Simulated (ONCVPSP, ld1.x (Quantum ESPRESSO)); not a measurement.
Potentials for Mg (Z = 12) compared

Generated with ld1.x 7.5 (TM, RRKJ, ultrasoft, PAW), atompaw 4.2 or ONCVPSP 4.0.1. The cutoff is in Ry: for ld1.x and atompaw files where the sum of valence levels is converged to 10 mRy in a Bessel basis, for ONCV files where the hardest occupied wave has 1 mHa per electron of residual kinetic energy. The error is the largest all-electron minus pseudo excitation energy over each file’s own four to seven test configurations (ionisations up to +4, promotions, holes and added fractions of an electron), all of which were solved. The labels leave out finer settings (local radius, basis sizes, second energies), which also bear on the numbers. Spin-polarised tests are not counted. The rows are a selection from randomly drawn settings: files with unsolved tests, undetermined cutoffs or missed reference levels are left out.

| potential | cutoff (Ry) | largest error (meV) | bound ghosts |
| --- | --- | --- | --- |
| ultrasoft, LDA (PZ), scalar-relativistic, rc 1.10/1.10 (sp), local smoothed, core correction yes, reference 2s2 2p6 3s1 3p0 | 70 | -384 | none |
| ONCV, PBEsol, scalar-relativistic, rc 1.25/1.00/1.15 (spd), local smoothed, core correction no, reference 2s2 2p6 3s2, qcut 12.5/15.3/8.7, projectors 2/2/2 | 162 | -192 | none |
| TM semilocal, BP86, scalar-relativistic, rc 1.75/2.30/2.40 (spd), local s, core correction yes, reference 3s1 3p0 | 8 | -7.1 | none |
| TM, PBE, non-relativistic, rc 1.90/2.80/2.80 (spd), local s, core correction yes, reference 3s2 3p0 | 6 | +48 | none |

(1) Fill in the row for Mg: RRKJ, LDA (PZ), scalar-relativistic, rc 1.90/2.25/2.45 (spd), local s, core correction yes, reference 3s2 3p0.

(2) Fill in the row for Mg: TM, PBE, scalar-relativistic, rc 2.15/3.30 (sp), local s, core correction no, reference 3s1.5 3p0.5.

Answers

(1) cutoff 8 Ry, largest error +32 meV, bound ghosts: none.

(2) cutoff 6 Ry, largest error +110 meV, bound ghosts: none.
